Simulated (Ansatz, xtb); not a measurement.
## C3H7F3Si: which of two isomers lies lower

Structure X is `C[SiH2]CC(F)(F)F`, a singlet and structure Y is `C[SiH](C)C(F)(F)F`, a singlet. Both are isolated molecules in the gas phase, relaxed with PBE-D3(BJ)/def2-SVP, each in the lowest conformer that the search found.

X (Å):

```json
{"atom": "C", "x (Å)": "-1.1595", "y (Å)": "2.3984", "z (Å)": "2.8063"}
{"atom": "C", "x (Å)": "0.6165", "y (Å)": "0.7422", "z (Å)": "0.8146"}
{"atom": "C", "x (Å)": "0.5852", "y (Å)": "1.8539", "z (Å)": "-0.2053"}
{"atom": "F", "x (Å)": "0.7421", "y (Å)": "3.0726", "z (Å)": "0.3791"}
{"atom": "F", "x (Å)": "-0.5962", "y (Å)": "1.8868", "z (Å)": "-0.8790"}
{"atom": "F", "x (Å)": "1.5660", "y (Å)": "1.7333", "z (Å)": "-1.1331"}
{"atom": "Si", "x (Å)": "-0.8644", "y (Å)": "0.7075", "z (Å)": "2.0293"}
{"atom": "H", "x (Å)": "-1.9820", "y (Å)": "2.3510", "z (Å)": "3.5479"}
{"atom": "H", "x (Å)": "-0.2471", "y (Å)": "2.7603", "z (Å)": "3.3213"}
{"atom": "H", "x (Å)": "-1.4295", "y (Å)": "3.1411", "z (Å)": "2.0299"}
{"atom": "H", "x (Å)": "-2.0871", "y (Å)": "0.2306", "z (Å)": "1.2954"}
{"atom": "H", "x (Å)": "-0.5165", "y (Å)": "-0.3169", "z (Å)": "3.0770"}
{"atom": "H", "x (Å)": "0.6524", "y (Å)": "-0.2236", "z (Å)": "0.2709"}
{"atom": "H", "x (Å)": "1.5632", "y (Å)": "0.8303", "z (Å)": "1.3852"}
```

Y (Å):

```xyz
14

C    -0.9540    1.2164    1.2732
C    -1.6032   -1.8101    1.8436
C     1.2071   -0.9446    0.9500
F     1.9765   -0.1153    0.1914
F     1.5240   -2.2212    0.5961
F     1.6098   -0.7820    2.2464
Si   -0.6898   -0.5737    0.7594
H    -0.6511    1.3620    2.3298
H    -2.0183    1.5100    1.1728
H    -0.3457    1.8962    0.6437
H    -1.0017   -0.7814   -0.6967
H    -2.7009   -1.6723    1.7724
H    -1.3050   -1.6858    2.9043
H    -1.3633   -2.8481    1.5377
```

Q: Which of the two would you expect CCSD(T)/def2-SVP + ΔMP2/def2-TZVPP electronic energies to favour?

A: Too close to call at this level: CCSD(T)/def2-SVP + ΔMP2/def2-TZVPP gives E(Y) − E(X) = +0.043 eV.

How the difference moves with the method:

```json
{"level": "GFN2-xTB", "geometry": "GFN2-xTB", "E(Y) − E(X) (eV)": "+0.475", "departure from the last row (eV)": "+0.432", "job, with rough time for the two": "optimisation, 0.14 s"}
{"level": "HF/STO-3G", "geometry": "GFN2-xTB", "E(Y) − E(X) (eV)": "−0.172", "departure from the last row (eV)": "−0.215", "job, with rough time for the two": "single point, 0.36 s"}
{"level": "r2SCAN-D4/def2-SVP", "geometry": "GFN2-xTB", "E(Y) − E(X) (eV)": "+0.115", "departure from the last row (eV)": "+0.072", "job, with rough time for the two": "single point, 3.5 s"}
{"level": "PBE-D3(BJ)/def2-SVP", "geometry": "PBE-D3(BJ)/def2-SVP", "E(Y) − E(X) (eV)": "+0.083", "departure from the last row (eV)": "+0.040", "job, with rough time for the two": "optimisation, 25 s"}
{"level": "HF/def2-SVP", "geometry": "PBE-D3(BJ)/def2-SVP", "E(Y) − E(X) (eV)": "+0.203", "departure from the last row (eV)": "+0.160", "job, with rough time for the two": "part of the CCSD(T) run"}
{"level": "MP2/def2-SVP", "geometry": "PBE-D3(BJ)/def2-SVP", "E(Y) − E(X) (eV)": "+0.198", "departure from the last row (eV)": "+0.155", "job, with rough time for the two": "part of the CCSD(T) run"}
{"level": "CCSD(T)/def2-SVP", "geometry": "PBE-D3(BJ)/def2-SVP", "E(Y) − E(X) (eV)": "+0.204", "departure from the last row (eV)": "+0.161", "job, with rough time for the two": "single point"}
{"level": "CCSD(T)/def2-SVP + ΔMP2/def2-TZVPP", "geometry": "PBE-D3(BJ)/def2-SVP", "E(Y) − E(X) (eV)": "+0.043", "departure from the last row (eV)": "", "job, with rough time for the two": "single point, 63 s"}
```

As drawn, Y has 1 C–Si, 1 C–H in place of 1 C–C, 1 Si–H.

The largest departure from CCSD(T)/def2-SVP + ΔMP2/def2-TZVPP is that of GFN2-xTB, 0.432 eV. The last row adds to CCSD(T) the change of the MP2 difference between the two basis sets, here −0.161 eV, a large step that makes the value less sure.

With thermal terms from frequencies at re-optimised GFN2-xTB minima (ideal gas, soft modes damped towards free rotors, one conformer each, 298.15 K, 1 atm): on the last row, ΔE + ΔZPE = +0.064, ΔH = +0.088, ΔG = +0.036 eV.

The correlated steps freeze 11 core orbitals. Programs: Ansatz 0.2.0, xtb 6.7.1; the last row on 4 threads of Arm Neoverse V1 on a shared host.
